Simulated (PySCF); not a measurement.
Predicted microwave data (PBE0-D3(BJ)/def2-SVP geometry optimisation, gas phase in PySCF 2.14.0) for one isomer of C6H5F:

| Quantity | Value |
| --- | --- |
| Rotational constants | A = 5682, B = 2574, C = 1772 MHz |
| Dipole components | \|μa\| = 1.35 D, \|μb\| = 0.00 D, \|μc\| = 0.00 D |
| Inertial defect | 0.00 u·Å² |
| κ | -0.59 |

Question: Which candidate fits, each taken in the one conformer that was computed?
A. `Fc1ccccc1`
B. `C#CC(C)=C=CF`

Answer: A. It is Fc1ccccc1, an asymmetric top, point group C2v. The candidates at the same level (rigid rotor, commonest isotopes):

```
      SMILES  A (MHz)  B (MHz)  C (MHz)  μa (D)  μb (D)  μc (D)  Δ (u·Å²)  point group           rotor
C#CC(C)=C=CF     4653     1428     1152    1.26    0.77    0.91    -23.63           C1  asymmetric top
   Fc1ccccc1     5682     2574     1772    1.35    0.00    0.00      0.00          C2v  asymmetric top
```

`C#CC(C)=C=CF` has B 45 % too low. In the right answer the symmetry axis of this C2v structure is a, so μb and μc vanish by symmetry. No structure here is proved a minimum.
